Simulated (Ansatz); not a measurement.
Relaxation of AsBF₂H₄O (9 atoms, charge 0, multiplicity 1), to a largest force component of 0.03 eV/Å in at most 50 steps.

Method: RKS PBE-D4/def2-SVP (Ansatz).

```xyz
9
Properties=species:S:1:pos:R:3
B -1.208 -0.908 0.299
O -1.719 0.423 0.303
F -1.332 -1.702 -0.765
F -0.625 -1.366 1.398
H 0.489 0.626 -0.217
As 1.914 0.110 -0.270
H -2.116 0.625 -0.565
H 2.266 0.909 0.997
H 2.332 1.281 -1.180
```

Question: Where does it end, and by what steps?

Answer: It converged. The force dipped under the threshold on the way, but the program's further checks kept it going. After 17 steps the energy has fallen by 0.140 eV; H9 moved furthest, 0.46 Å.

```
step  energy less start (eV)  largest force component (eV/Å)  accepted
   0                  0.0000                           2.114       yes
   1                 -0.1038                           1.238       yes
   2                 -0.1224                           0.396       yes
   3                 -0.1274                           0.270       yes
   4                 -0.1315                           0.090       yes
   5                 -0.1327                           0.106       yes
   6                 -0.1340                           0.055       yes
   7                 -0.1346                           0.111       yes
   8                 -0.1358                           0.075       yes
   9                 -0.1365                           0.026       yes
  10                 -0.1370                           0.028       yes
  11                 -0.1374                           0.070       yes
  12                 -0.1378                           0.062       yes
  13                 -0.1383                           0.098       yes
  14                 -0.1388                           0.065       yes
  15                 -0.1379                           0.080        no
  16                 -0.1393                           0.018       yes
  17                 -0.1397                           0.017       yes
```

```xyz
9
Properties=species:S:1:pos:R:3
B -1.323 -0.904 0.313
O -1.941 0.303 0.336
F -1.498 -1.779 -0.685
F -0.519 -1.241 1.319
H 0.689 0.923 -0.468
As 2.024 0.161 -0.348
H -2.486 0.447 -0.459
H 2.280 0.777 1.038
H 2.775 1.313 -1.044
```

The run took 29 s on 2 threads of Arm Neoverse V2 (shared host), peak memory 0.15 GiB.
